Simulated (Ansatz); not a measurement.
Total energies of `[F][SnH]([Cl])[Br]`.

```xyz
5

F    -1.071   -1.556   -0.102
Sn   -0.084    0.071   -0.125
Cl    2.060   -0.537   -0.673
Br   -0.123    0.912    2.164
H    -0.782    1.109   -1.264
```

Total charge 0; spin multiplicity 1. Correlated methods include outer-core shells of Br, Sn, which these sets cover unevenly. Scalar relativity is left out up to krypton. Sn: def2 effective core potential. All single points use the PBE0-D4/def2-TZVP geometry. Basis def2-TZVPP, the Gaussian-basis code of Ansatz.

RPA on PBE orbitals: Hartree–Fock energy of these orbitals -3345.40684 Eh, correlation -1.52717 Eh (frozen core).

```csv
functional,kind,energy without D4 (Eh),D4 term (kJ/mol)
LDA (SPW92),LDA,-3343.26036,–
revPBE,GGA,-3348.98354,-32.1
r2SCAN,meta-GGA,-3349.27918,-3.2
B97M-V,meta-GGA with VV10,-3348.66916,–
PBE0,"global hybrid, 25 % exact exchange",-3348.74263,-12.7
B3LYP,"global hybrid, 20 %",-3349.39495,-24.2
HSE06 (plane-wave form),screened hybrid,-3348.73393,-12.1
BHLYP,"global hybrid, 50 %",-3349.16593,-23.5
CAM-B3LYP,range-separated hybrid,-3349.38246,-13.4
LC-ωPBE,long-range corrected hybrid,-3348.78213,–
ωB97X-V,range-separated hybrid GGA with VV10,-3348.92605,–
ωB97M-V,range-separated hybrid meta-GGA with VV10,-3349.04422,–
B2PLYP,double hybrid,-3348.50762,–
PBE-QIDH,double hybrid,-3348.14424,–
```

Problem. Give the same for PBE, BLYP, r2SCANh, r2SCAN0. (Best estimate.)

Solution. Computed: 
```
functional                   kind  energy without D4 (Eh)  D4 term (kJ/mol)
       PBE                    GGA             -3348.60836             -14.7
      BLYP                    GGA             -3349.24111             -30.4
   r2SCANh  meta-GGA hybrid, 10 %             -3349.25929              -3.6
   r2SCAN0  meta-GGA hybrid, 25 %             -3349.23102              -4.1
```

B3LYP takes the VWN-RPA correlation (the form of Gaussian; ORCA's B3LYP/G). HSE06 is the plane-wave form, built on full-range PBE exchange. The double hybrids freeze the cores in their second-order part.

LC-ωPBE has ω = 0.4 bohr⁻¹.
